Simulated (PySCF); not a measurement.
C₄H₁₃AlN (SMILES CC[N](C)(C)->[AlH2]), doublet, geometry from GFN2-xTB (such geometries of metal compounds can be far from the true shape) (the spin is typed, not shown lowest), with bond 12-5 at 1.3 times its length; HF/3-21G (PySCF).

The PySCF input:
```python
from pyscf import gto, scf

mol = gto.M(
    atom='''
Al   -1.59979072   -0.88786746   -0.40362325
H    -1.14503255   -2.39544136   -0.09897162
H    -1.35171419   -0.61314711   -1.96399238
C    -0.34890626    2.11541956    0.52010680
C     0.55742139    1.22202877   -0.31216783
N     0.41448270   -0.19746673    0.00760812
C     1.30725082   -0.96939952   -0.84313427
C     0.71112744   -0.48363466    1.40074643
H    -1.35034951    1.66912963    0.54156864
H     0.01323049    2.22928944    1.53870110
H    -0.41001572    3.10128350    0.06729033
H     0.19490275    1.35753242   -1.68045539
H     1.60694945    1.53391976   -0.19885799
H     1.06790300   -0.76990160   -1.88578293
H     1.14148954   -2.02875673   -0.65723038
H     2.35858774   -0.72420002   -0.65673259
H     1.72635370   -0.17493996    1.67377588
H    -0.00712208    0.02066504    2.04483164
H     0.60569914   -1.55610371    1.56063546
''',
    basis='3-21g',
    spin=1,
    verbose=4,
)

mf = scf.UHF(mol)
mf.diis_space = 2
mf.kernel()
mf.analyze()
```

It wrote (shortened):

```
PySCF version 2.14.0

[INPUT] verbose = 4
[INPUT] num. atoms = 19
[INPUT] num. electrons = 57
[INPUT] charge = 0
[INPUT] spin (= nelec alpha-beta = 2S) = 1
[INPUT] symmetry False subgroup None
[INPUT] Mole.unit = angstrom
[INPUT] Symbol           X                Y                Z      unit          X                Y                Z       unit  Magmom
[...]
nuclear repulsion = 317.753205672188
number of shells = 58
number of NR pGTOs = 141
number of NR cGTOs = 84
basis = 3-21g
ecp = {}

******** <class 'pyscf.scf.uhf.UHF'> ********
method = UHF
initial guess = minao
damping factor = 0
level_shift factor = 0
DIIS = <class 'pyscf.scf.diis.CDIIS'>
diis_start_cycle = 1
diis_space = 2
diis_damp = 0
SCF conv_tol = 1e-09
SCF conv_tol_grad = None
SCF max_cycles = 50
direct_scf = True
direct_scf_tol = 1e-13
number electrons alpha = 29  beta = 28
Set gradient conv threshold to 3.16228e-05
init E= -453.267474520979

cycle= 1 E= -452.72689953967  delta_E= 0.541  |g|= 0.324  |ddm|= 2.54
cycle= 2 E= -452.802822214826  delta_E= -0.0759  |g|= 0.148  |ddm|= 0.562
cycle= 3 E= -452.814189623536  delta_E= -0.0114  |g|= 0.0389  |ddm|= 0.176
cycle= 4 E= -452.815676007352  delta_E= -0.00149  |g|= 0.015  |ddm|= 0.07
cycle= 5 E= -452.815937832539  delta_E= -0.000262  |g|= 0.00676  |ddm|= 0.0271
cycle= 6 E= -452.816016518018  delta_E= -7.87e-05  |g|= 0.00408  |ddm|= 0.0144
cycle= 7 E= -452.816045900708  delta_E= -2.94e-05  |g|= 0.00261  |ddm|= 0.0083
cycle= 8 E= -452.81605969468  delta_E= -1.38e-05  |g|= 0.00179  |ddm|= 0.00566
cycle= 9 E= -452.816066512806  delta_E= -6.82e-06  |g|= 0.00123  |ddm|= 0.00415
cycle= 10 E= -452.816069568708  delta_E= -3.06e-06  |g|= 0.00085  |ddm|= 0.00274
cycle= 11 E= -452.816070922634  delta_E= -1.35e-06  |g|= 0.000592  |ddm|= 0.00176
cycle= 12 E= -452.816071595135  delta_E= -6.73e-07  |g|= 0.000413  |ddm|= 0.00124
cycle= 13 E= -452.816071944061  delta_E= -3.49e-07  |g|= 0.000287  |ddm|= 0.000932
cycle= 14 E= -452.816072106655  delta_E= -1.63e-07  |g|= 0.000198  |ddm|= 0.000633
cycle= 15 E= -452.816072179319  delta_E= -7.27e-08  |g|= 0.000138  |ddm|= 0.00041
cycle= 16 E= -452.816072215053  delta_E= -3.57e-08  |g|= 9.66e-05  |ddm|= 0.000284
cycle= 17 E= -452.816072233823  delta_E= -1.88e-08  |g|= 6.73e-05  |ddm|= 0.000215
cycle= 18 E= -452.816072242761  delta_E= -8.94e-09  |g|= 4.64e-05  |ddm|= 0.000149
cycle= 19 E= -452.816072246756  delta_E= -3.99e-09  |g|= 3.25e-05  |ddm|= 9.66e-05
cycle= 20 E= -452.816072248693  delta_E= -1.94e-09  |g|= 2.27e-05  |ddm|= 6.57e-05
cycle= 21 E= -452.816072249715  delta_E= -1.02e-09  |g|= 1.58e-05  |ddm|= 4.99e-05
cycle= 22 E= -452.816072250212  delta_E= -4.97e-10  |g|= 1.1e-05  |ddm|= 3.51e-05
Extra cycle  E= -452.816072250428  delta_E= -2.16e-10  |g|= 7.71e-06  |ddm|= 2.19e-05
converged SCF energy = -452.816072250428  <S^2> = 0.75107943  2S+1 = 2.0010791
**** SCF Summaries ****
Total Energy =                        -452.816072250427737
Nuclear Repulsion Energy =             317.753205672187619
One-electron Energy =                -1251.385034312595508
Two-electron Energy =                  480.815756389980095
Two-electron Coulomb Energy =          530.724182827233221
DFT Exchange-Correlation Energy =      -49.908426437253127
**** MO energy ****
                             alpha | beta                alpha | beta
[...]
To work with the spin densities directly, `use mulliken_meta_spin()` only printing them here.

 ** Mulliken spin pop alpha/beta on meta-lowdin orthogonal AOs **
 ** Mulliken Spin Density (per AO)  **
spin_pop of  0 Al 1s        0.00000
spin_pop of  0 Al 2s        0.00017
spin_pop of  0 Al 3s        0.27780
spin_pop of  0 Al 4s        0.00313
spin_pop of  0 Al 2px      -0.00001
spin_pop of  0 Al 2py      -0.00001
spin_pop of  0 Al 2pz      -0.00001
spin_pop of  0 Al 3px       0.30794
spin_pop of  0 Al 3py       0.15300
spin_pop of  0 Al 3pz       0.20763
spin_pop of  0 Al 4px       0.00050
spin_pop of  0 Al 4py       0.00000
spin_pop of  0 Al 4pz       0.00013
[...]
spin_pop of  4 C 3px       0.00001
spin_pop of  4 C 3py       0.00000
spin_pop of  4 C 3pz       0.00001
spin_pop of  5 N 1s        0.00000
spin_pop of  5 N 2s       -0.00083
spin_pop of  5 N 3s       -0.00002
spin_pop of  5 N 2px      -0.00050
spin_pop of  5 N 2py       0.00024
spin_pop of  5 N 2pz      -0.00011
spin_pop of  5 N 3px      -0.00010
spin_pop of  5 N 3py      -0.00000
spin_pop of  5 N 3pz       0.00001
spin_pop of  6 C 1s        0.00000
spin_pop of  6 C 2s        0.00213
spin_pop of  6 C 3s        0.00007
spin_pop of  6 C 2px      -0.00088
spin_pop of  6 C 2py      -0.00003
spin_pop of  6 C 2pz      -0.00006
spin_pop of  6 C 3px       0.00006
spin_pop of  6 C 3py       0.00001
spin_pop of  6 C 3pz       0.00000
spin_pop of  7 C 1s        0.00000
spin_pop of  7 C 2s        0.00034
spin_pop of  7 C 3s        0.00000
spin_pop of  7 C 2px       0.00076
spin_pop of  7 C 2py       0.00069
spin_pop of  7 C 2pz       0.00024
spin_pop of  7 C 3px       0.00000
spin_pop of  7 C 3py       0.00003
spin_pop of  7 C 3pz       0.00000
spin_pop of  8 H 1s       -0.00700
spin_pop of  8 H 2s        0.00026
spin_pop of  9 H 1s       -0.00082
spin_pop of  9 H 2s        0.00001
spin_pop of  10 H 1s       -0.00090
spin_pop of  10 H 2s        0.00001
spin_pop of  11 H 1s        0.00067
spin_pop of  11 H 2s        0.00001
spin_pop of  12 H 1s        0.00018
spin_pop of  12 H 2s        0.00001
spin_pop of  13 H 1s        0.00008
spin_pop of  13 H 2s        0.00008
spin_pop of  14 H 1s       -0.00010
spin_pop of  14 H 2s        0.00010
spin_pop of  15 H 1s        0.00434
spin_pop of  15 H 2s       -0.00001
spin_pop of  16 H 1s       -0.00053
spin_pop of  16 H 2s        0.00001
spin_pop of  17 H 1s       -0.00053
spin_pop of  17 H 2s        0.00002
spin_pop of  18 H 1s       -0.00011
spin_pop of  18 H 2s       -0.00001
 ** Mulliken Spin Density (per atom)  **
spin density of  0 Al =      0.95027
spin density of  1 H =      0.01858
spin density of  2 H =      0.01403
spin density of  3 C =      0.02164
spin density of  4 C =     -0.00230
spin density of  5 N =     -0.00131
spin density of  6 C =      0.00129
spin density of  7 C =      0.00206
spin density of  8 H =     -0.00674
spin density of  9 H =     -0.00082
spin density of  10 H =     -0.00089
spin density of  11 H =      0.00068
spin density of  12 H =      0.00019
spin density of  13 H =      0.00016
spin density of  14 H =     -0.00001
spin density of  15 H =      0.00433
spin density of  16 H =     -0.00052
spin density of  17 H =     -0.00051
spin density of  18 H =     -0.00012
 ** Mulliken pop alpha/beta on meta-lowdin orthogonal AOs **
 ** Mulliken pop       alpha | beta **
In total            29.00000 | 28.00000
 ** Mulliken atomic charges   ( Nelec_alpha | Nelec_beta ) **
charge of  0Al =      0.12033  (     6.91497      5.96470 )
charge of  1H =     -0.20051  (     0.60954      0.59096 )
charge of  2H =     -0.19728  (     0.60565      0.59162 )
charge of  3C =     -0.27091  (     3.14627      3.12464 )
charge of  4C =     -0.00256  (     3.00013      3.00243 )
charge of  5N =     -0.22526  (     3.61197      3.61328 )
charge of  6C =     -0.13873  (     3.07001      3.06872 )
charge of  7C =     -0.14375  (     3.07291      3.07084 )
charge of  8H =      0.10677  (     0.44324      0.44999 )
charge of  9H =      0.09226  (     0.45346      0.45428 )
charge of  10H =      0.10691  (     0.44610      0.44699 )
charge of  11H =      0.04900  (     0.47584      0.47516 )
charge of  12H =      0.08525  (     0.45747      0.45728 )
charge of  13H =      0.11805  (     0.44106      0.44089 )
charge of  14H =      0.11655  (     0.44172      0.44173 )
charge of  15H =      0.07903  (     0.46265      0.45832 )
charge of  16H =      0.08316  (     0.45816      0.45868 )
charge of  17H =      0.10346  (     0.44801      0.44853 )
charge of  18H =      0.11824  (     0.44082      0.44094 )
Dipole moment(X, Y, Z, Debye):  3.73788,  2.68882,  2.13878
```
